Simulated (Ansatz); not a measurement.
`[AlH2][S][SiH3]` + `OC(F)F` → `O[C](F)(F)[AlH2]` + `[SiH3]S` at 500 K and 1 bar (formal exchange of groups at the Al–S bond).

Gas-phase electronic energies from Ansatz, PBE0-D4/def2-TZVP geometries. CCSD(T)/CBS adds triple-zeta CCSD(T) − MP2 to the extrapolated MP2 energy (def2 sets, frozen cores). One conformer a species, not always the lowest.

```
           species  CCSD(T)/CBS energy (Eh)  H − E (kJ/mol)  S (J/(mol·K))
 `[AlH2][S][SiH3]`               -931.92152           148.1          386.9
          `OC(F)F`               -314.01610           125.4          309.8
`O[C](F)(F)[AlH2]`               -556.60393           144.8          402.1
         `[SiH3]S`               -689.27336           117.6          310.5
```

H − E and S are ideal-gas, rigid-rotor, harmonic terms from PBE0-D4/def2-TZVP, for one conformer and one mirror image of each species. 1 Eh = 2625.50 kJ/mol, R = 8.31446 J/(mol·K).

By hand: ΔE, ΔH, ΔS and ΔG.

ΔE = (-556.60393) + (-689.27336) − (-931.92152) − (-314.01610) = 0.06033 Eh = 158.4 kJ/mol. Δ(H − E) = 144.8 + 117.6 − 148.1 − 125.4 = -11.1, so ΔH = 147.3 kJ/mol. ΔS = 402.1 + 310.5 − 386.9 − 309.8 = 15.9 J/(mol·K). ΔG = 147.3 − 500 × (15.9)/1000 = 139.4 kJ/mol.

By hand: the equilibrium constant, and the temperature at which ΔG would vanish if ΔH and ΔS stayed fixed.

log₁₀ K = −ΔG/(RT ln 10) = -14.6. ΔG = 0 at ΔH/ΔS = 9264 K, far beyond where these terms or the molecules hold.

ΔH outweighs TΔS. A doubt of 5 kJ/mol in ΔE shifts log₁₀ K by 0.5 here. Other conformers and mirror images would add mixing entropy, several J/(mol·K) or more a flexible species. Modes under 60 cm⁻¹, often nearly free rotors, make the harmonic entropy too high. These are equilibria of isolated gas molecules and say nothing of rates. Largest T1 diagnostic: 0.013 (customary marks: 0.02 for closed shells, 0.045 for open ones).
